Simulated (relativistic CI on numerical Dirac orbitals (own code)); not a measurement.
## Calculated levels, Cl15+

Method of calculation: Dirac-Coulomb-Breit CI, KLI orbitals optimised for each configuration, model QED, unscaled Slater integrals (own radial code, finite nucleus).

Configurations in the expansion: 1s², 1s2s, 1s2p, 1s3s, 1s3p, 1s3d, 1s4s, 1s4p, 1s4d, 1s4f, 1s5s, 1s5p, 1s5d, 1s5f, 1s5g, 1s6s, 1s6p, 1s6d. Levels of other configurations are missing.

| No. | Configuration | Term | J | E (eV) | % | Next component (%) | jj configuration (%) |
| --- | --- | --- | --- | --- | --- | --- | --- |
| 1 | 1s² | ¹S | 0 | 0.00 | 100 |  | closed (100) |
| 2 | 1s2s | ³S | 1 | 2755.59 | 100 |  | 1s 2s (100) |
| 3 | 1s2p | ³P° | 0 | 2773.21 | 100 |  | 1s 2p1/2 (100) |
| 4 | 1s2p | ³P° | 1 | 2773.73 | 99 | 1 ¹P° | 1s 2p1/2 (76) |
| 5 | 1s2s | ¹S | 0 | 2774.75 | 100 |  | 1s 2s (100) |
| 6 | 1s2p | ³P° | 2 | 2775.84 | 100 |  | 1s 2p3/2 (100) |
| 7 | 1s2p | ¹P° | 1 | 2788.88 | 99 | 1 ³P° | 1s 2p3/2 (76) |
| 8 | 1s3s | ³S | 1 | 3261.15 | 100 |  | 1s 3s (100) |
| 9 | 1s3p | ³P° | 0 | 3266.01 | 100 |  | 1s 3p1/2 (100) |
| 10 | 1s3p | ³P° | 1 | 3266.16 | 99 | 1 ¹P° | 1s 3p1/2 (77) |
| 11 | 1s3s | ¹S | 0 | 3266.29 | 100 |  | 1s 3s (100) |
| 12 | 1s3p | ³P° | 2 | 3266.79 | 100 |  | 1s 3p3/2 (100) |
| 13 | 1s3d | ³D | 1 | 3269.44 | 100 |  | 1s 3d3/2 (100) |
| 14 | 1s3d | ³D | 2 | 3269.45 | 79 | 21 ¹D | 1s 3d3/2 (96) |
| 15 | 1s3d | ³D | 3 | 3269.70 | 100 |  | 1s 3d5/2 (100) |
| 16 | 1s3d | ¹D | 2 | 3269.85 | 79 | 21 ³D | 1s 3d5/2 (96) |
| 17 | 1s3p | ¹P° | 1 | 3270.43 | 99 | 1 ³P° | 1s 3p3/2 (77) |
| 18 | 1s4s | ³S | 1 | 3435.58 | 100 |  | 1s 4s (100) |
| 19 | 1s4p | ³P° | 0 | 3437.58 | 100 |  | 1s 4p1/2 (100) |
| 20 | 1s4p | ³P° | 1 | 3437.65 | 99 | 1 ¹P° | 1s 4p1/2 (77) |
| 21 | 1s4s | ¹S | 0 | 3437.70 | 100 |  | 1s 4s (100) |
| 22 | 1s4p | ³P° | 2 | 3437.91 | 100 |  | 1s 4p3/2 (100) |
| 23 | 1s4d | ³D | 1 | 3439.00 | 100 |  | 1s 4d3/2 (100) |
| 24 | 1s4d | ³D | 2 | 3439.00 | 83 | 17 ¹D | 1s 4d3/2 (94) |
| 25 | 1s4d | ³D | 3 | 3439.10 | 100 |  | 1s 4d5/2 (100) |
| 26 | 1s4f | ³F° | 3 | 3439.17 | 57 | 43 ¹F° | 1s 4f5/2 (100) |
| 27 | 1s4f | ³F° | 2 | 3439.17 | 100 |  | 1s 4f5/2 (100) |
| 28 | 1s4d | ¹D | 2 | 3439.19 | 83 | 17 ³D | 1s 4d5/2 (94) |
| 29 | 1s4f | ³F° | 4 | 3439.23 | 100 |  | 1s 4f7/2 (100) |
| 30 | 1s4f | ¹F° | 3 | 3439.24 | 57 | 43 ³F° | 1s 4f7/2 (100) |

Energies count from the lowest computed level; ° marks odd parity. Filled j subshells are mostly left out of the jj labels.

The mean weight of the leading LS term, summed over parents, in these 30 levels is 94 %, and that of the leading jj configuration (from the same eigenvectors) 95 %.

At this charge energies of transitions that change n are usually good to better than 1 %, and those within a shell (Δn = 0) to a few per cent.

LS names give the leading component of a level, which can be under half, so a name can repeat, a term be missing and a line seem to break the LS rules.
